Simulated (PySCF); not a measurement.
Computed shifts of a molecule C2H7AlClN, PySCF with PBE/pcSseg-1, GIAO, gas phase, atoms alike by connectivity averaged where their shifts nearly agree, in ppm (number of nuclei): ¹³C: 14.5 (1), 5.8 (1). ¹H: 1.80 (1), 1.71 (3), 1.68 (1), 0.93 (1), 0.80 (1). ¹⁵N: 48.5 (1). References: ³⁵Cl against HCl (σ = 936.5 ppm); ¹³C against TMS (σ = 182.0 ppm); ¹H against TMS (σ = 31.49 ppm); ¹⁵N against NH3 (σ = 267.0 ppm), references at their B3LYP-D3(BJ)/def2-TZVP geometries, non-relativistic (without spin–orbit terms, shifts of atoms bonded to Cl or Br come out too high). Coordinates come from a PBE-D3(BJ)/def2-SVP optimisation. Other conformers were not sampled.

**Question.** Identify the compound among the candidates.
A) C[CH2][Al]([NH2])[Cl]
B) C[N](C)[AlH][Cl]
C) C[NH][Al]([CH3])[Cl]

**Answer.** A, C[CH2][Al]([NH2])[Cl]
